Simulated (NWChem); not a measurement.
Program: NWChem. System: Cl₂Mg, charge 0, spin multiplicity 1, at a geometry optimised with B3LYP/def2-SVP. The structure started from a generated list of species. Level: RHF/def2-TZVP.

NWChem printed:

```
             Northwest Computational Chemistry Package (NWChem) 7.3.0
             --------------------------------------------------------

                                NWChem Input Module
                                -------------------

 Scaling coordinates for geometry "geometry" by  1.889725989
 (inverse scale =  0.529177249)

 Turning off AUTOSYM since
 SYMMETRY directive was detected!

                             Geometry "geometry" -> ""
                             -------------------------

 Output coordinates in angstroms (scale by  1.889725989 to convert to a.u.)

  No.       Tag          Charge          X              Y              Z
 ---- ---------------- ---------- -------------- -------------- --------------
    1 Mg                  12.0000     0.00000000     0.00000000     0.00000000
    2 Cl                  17.0000     0.00000000     0.00000000    -2.19476600
    3 Cl                  17.0000     0.00000000     0.00000000     2.19476600

 Effective nuclear repulsion energy (a.u.)     133.2125748587

            Nuclear Dipole moment (a.u.)
            ----------------------------
        X                 Y               Z
 ---------------- ---------------- ----------------
     0.0000000000     0.0000000000     0.0000000000

      Symmetry information
      --------------------

 Group name             D2h
 Group number             26
 Group order               8
 No. of unique centers     2

      Symmetry unique atoms

     1    2


 Summary of "ao basis" -> "" (spherical)
 ------------------------------------------------------------------------------
       Tag                 Description            Shells   Functions and Types
 ---------------- ------------------------------  ------  ---------------------
 *                         def2-tzvp                  on all atoms

 Summary of "ao basis" -> "ao basis" (spherical)
 ------------------------------------------------------------------------------
       Tag                 Description            Shells   Functions and Types
 ---------------- ------------------------------  ------  ---------------------
 Mg                        def2-tzvp                12       32   5s4p3d
 Cl                        def2-tzvp                13       37   5s5p2d1f

                                 NWChem SCF Module
                                 -----------------

  ao basis        = "ao basis"
  functions       =   106
  atoms           =     3
  closed shells   =    23
  open shells     =     0
  charge          =   0.00
  wavefunction    = RHF
  use symmetry    = T
  symmetry adapt  = T

 Summary of "ao basis" -> "ao basis" (spherical)
 ------------------------------------------------------------------------------
       Tag                 Description            Shells   Functions and Types
 ---------------- ------------------------------  ------  ---------------------
 Mg                        def2-tzvp                12       32   5s4p3d
 Cl                        def2-tzvp                13       37   5s5p2d1f

      Symmetry analysis of basis
      --------------------------

        ag         27
        au          3
        b1g         6
        b1u        20
        b2g        12
        b2u        13
        b3g        12
        b3u        13

 Forming initial guess at       0.1s

      Superposition of Atomic Density Guess
      -------------------------------------

 Sum of atomic energies:       -1118.56200839

      Non-variational initial energy
      ------------------------------

 Total energy =   -1118.763805
 1-e energy   =   -1814.904758
 2-e energy   =     562.928379
 HOMO         =      -0.457057
 LUMO         =      -0.083378

      Symmetry analysis of molecular orbitals - initial
      -------------------------------------------------

 !! scf_movecs_sym_adapt:   68 vectors were symmetry contaminated

  Symmetry fudging

 !! scf_movecs_sym_adapt:   66 vectors were symmetry contaminated

  Numbering of irreducible representations:

     1 ag          2 au          3 b1g         4 b1u         5 b2g
     6 b2u         7 b3g         8 b3u

  Orbital symmetries:

     1 ag          2 b1u         3 ag          4 ag          5 b1u
     6 ag          7 b1u         8 b2u         9 b3u        10 b2g
    11 b3g        12 ag         13 b1u        14 b3u        15 b2u
    16 ag         17 b1u        18 ag         19 b1u        20 b2u
    21 b3u        22 b2g        23 b3g        24 ag         25 b2u
    26 b3u        27 b1u        28 ag         29 ag         30 b1g
    31 b2g        32 b3g        33 ag

 Starting SCF solution at       0.7s

 ----------------------------------------------
         Quadratically convergent ROHF

 Convergence threshold     :          1.000E-07
 Maximum no. of iterations :          100
 Final Fock-matrix accuracy:          1.000E-09
 ----------------------------------------------

              iter       energy          gnorm     gmax       time
             ----- ------------------- --------- --------- --------
                 1    -1118.7594145783  6.40D-01  2.57D-01      0.8
                 2    -1118.7968502202  1.77D-01  6.41D-02      0.8
                 3    -1118.7998171838  1.12D-02  5.35D-03      0.9
                 4    -1118.7998432230  6.41D-05  3.02D-05      1.0
                 5    -1118.7998432237  8.81D-09  2.84D-09      1.1

       Final RHF  results
       ------------------

         Total SCF energy =  -1118.799843223658
      One-electron energy =  -1816.851769751834
      Two-electron energy =    564.839351669475
 Nuclear repulsion energy =    133.212574858702

        Time for solution =      0.3s

       Symmetry analysis of molecular orbitals - final
       -----------------------------------------------

  Numbering of irreducible representations:

     1 ag          2 au          3 b1g         4 b1u         5 b2g
     6 b2u         7 b3g         8 b3u

  Orbital symmetries:

     1 ag          2 b1u         3 ag          4 b1u         5 ag
     6 ag          7 b1u         8 b3g         9 b2g        10 b2u
    11 b3u        12 ag         13 b2u        14 b3u        15 b1u
    16 ag         17 b1u        18 ag         19 b1u        20 b3u
    21 b2u        22 b2g        23 b3g        24 ag         25 b3u
    26 b2u        27 ag         28 b1g        29 b1u        30 ag
    31 b2g        32 b3g        33 ag

             Final eigenvalues
             -----------------

              1
    1 -104.8022
    2 -104.8022
    3  -49.1047
    4  -10.5311
    5  -10.5311
    6   -7.9975
    7   -7.9975
    8   -7.9970
    9   -7.9970
   10   -7.9970
   11   -7.9970
   12   -3.8442
   13   -2.3651
   14   -2.3651
   15   -2.3643
   16   -1.0521
   17   -1.0482
   18   -0.5066
   19   -0.4796
   20   -0.4537
   21   -0.4537
   22   -0.4499
   23   -0.4499
   24    0.0166
   25    0.0691
   26    0.0691
   27    0.1632
   28    0.1632
   29    0.1686
   30    0.1817
   31    0.2523
   32    0.2523
   33    0.2873

                       ROHF Final Molecular Orbital Analysis
                       -------------------------------------

 Vector   21  Occ=2.000000D+00  E=-4.536969D-01  Symmetry=b2u
              MO Center=  6.3D-31, -4.8D-17, -2.2D-17, r^2= 5.7D+00
   Bfn.  Coefficient  Atom+Function         Bfn.  Coefficient  Atom+Function
  ----- ------------  ---------------      ----- ------------  ---------------
    48      0.369441  2 Cl py                85      0.369441  3 Cl py
    51      0.259611  2 Cl py                88      0.259611  3 Cl py
    45      0.169088  2 Cl py                82      0.169088  3 Cl py

 Vector   22  Occ=2.000000D+00  E=-4.498749D-01  Symmetry=b2g
              MO Center= -3.0D-18,  1.5D-32,  5.3D-17, r^2= 5.8D+00
   Bfn.  Coefficient  Atom+Function         Bfn.  Coefficient  Atom+Function
  ----- ------------  ---------------      ----- ------------  ---------------
    47      0.376627  2 Cl px                84     -0.376627  3 Cl px
    50      0.248672  2 Cl px                87     -0.248672  3 Cl px
    44      0.170877  2 Cl px                81     -0.170877  3 Cl px

 Vector   23  Occ=2.000000D+00  E=-4.498749D-01  Symmetry=b3g
              MO Center=  4.8D-33,  2.5D-17, -1.4D-16, r^2= 5.8D+00
   Bfn.  Coefficient  Atom+Function         Bfn.  Coefficient  Atom+Function
  ----- ------------  ---------------      ----- ------------  ---------------
    48      0.376627  2 Cl py                85     -0.376627  3 Cl py
    51      0.248672  2 Cl py                88     -0.248672  3 Cl py
    45      0.170877  2 Cl py                82     -0.170877  3 Cl py

 Vector   24  Occ=0.000000D+00  E= 1.657291D-02  Symmetry=ag
              MO Center=  9.7D-15,  1.1D-15, -2.2D-15, r^2= 6.5D+00
   Bfn.  Coefficient  Atom+Function         Bfn.  Coefficient  Atom+Function
  ----- ------------  ---------------      ----- ------------  ---------------
     5      1.067069  1 Mg s                 30     -0.188160  1 Mg d  0
    37     -0.175605  2 Cl s                 74     -0.175605  3 Cl s

 Vector   25  Occ=0.000000D+00  E= 6.906134D-02  Symmetry=b3u
              MO Center= -6.1D-15,  1.1D-31, -2.5D-17, r^2= 6.4D+00
   Bfn.  Coefficient  Atom+Function         Bfn.  Coefficient  Atom+Function
  ----- ------------  ---------------      ----- ------------  ---------------
    15      1.070006  1 Mg px                50     -0.269730  2 Cl px
    87     -0.269730  3 Cl px

 Vector   26  Occ=0.000000D+00  E= 6.906134D-02  Symmetry=b2u
              MO Center= -3.8D-32, -1.6D-15,  9.8D-18, r^2= 6.4D+00
   Bfn.  Coefficient  Atom+Function         Bfn.  Coefficient  Atom+Function
  ----- ------------  ---------------      ----- ------------  ---------------
    16      1.070006  1 Mg py                51     -0.269730  2 Cl py
    88     -0.269730  3 Cl py

 center of mass
 --------------
 x =   0.00000000 y =   0.00000000 z =   0.00000000

 moments of inertia (a.u.)
 ------------------
        1203.054951384304           0.000000000000           0.000000000000
           0.000000000000        1203.054951384304           0.000000000000
           0.000000000000           0.000000000000           0.000000000000

  Mulliken analysis of the total density
  --------------------------------------

    Atom       Charge   Shell Charges
 -----------   ------   -------------------------------------------------------
    1 Mg  12    10.98   2.00  0.71  1.29  0.37 -0.02  5.13  0.87  0.28  0.10  0.00  0.12  0.13
    2 Cl  17    17.51   2.01  0.45  1.52  1.07  0.90  4.18  1.69  1.07  2.89  1.72  0.00  0.01  0.00
    3 Cl  17    17.51   2.01  0.45  1.52  1.07  0.90  4.18  1.69  1.07  2.89  1.72  0.00  0.01  0.00

       Multipole analysis of the density wrt the origin
       ------------------------------------------------

     L   x y z        total         open         nuclear
     -   - - -        -----         ----         -------
     0   0 0 0     -0.000000      0.000000     46.000000

     1   1 0 0     -0.000000      0.000000      0.000000
     1   0 1 0      0.000000      0.000000      0.000000
     1   0 0 1     -0.000000      0.000000      0.000000

     2   2 0 0    -24.858956      0.000000      0.000000
     2   1 1 0     -0.000000      0.000000      0.000000
     2   1 0 1      0.000000      0.000000      0.000000
     2   0 2 0    -24.858956      0.000000      0.000000
     2   0 1 1      0.000000      0.000000      0.000000
     2   0 0 2    -39.302419      0.000000    584.861503

 Task  times  cpu:        1.1s     wall:        1.1s

 Total times  cpu:        1.1s     wall:        1.1s
```

**Question.** Write an NWChem input that would produce this output.

**Answer.** Several could match; the one computed here: 
```
start mol
memory heap 200 mb stack 900 mb global 1100 mb
geometry units angstroms nocenter noautoz
  Mg     0.000000     0.000000     0.000000
  Cl     0.000000     0.000000    -2.194766
  Cl     0.000000     0.000000     2.194766
  symmetry group D2h
end
basis spherical
  * library def2-tzvp
end
scf
  rhf
  nopen 0
  maxiter 100
  thresh 1e-7
  semidirect memsize 60000000 filesize 0
end
task scf energy
```
